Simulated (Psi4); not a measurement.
Si2 (SMILES [Si]=[Si]), triplet, at a GFN2-xTB geometry.

Psi4 was given this input:
```
memory 2 GB

molecule {
0 3
  Si   -0.00000000   -0.00000000   -1.08705761
  Si    0.00000000    0.00000000    1.08705761
}

set basis def2-sv(p)
set reference uks

energy('blyp')
print_variables()
```

Question: What does this run give for the total energy, dipole moment, <S^2>?

Answer: 
- total energy = -578.6731 Eh
- dipole moment = 0.00 D
- <S^2> = 2.002

These values belong to the state on which the SCF converged, which isn't shown to be the lowest.
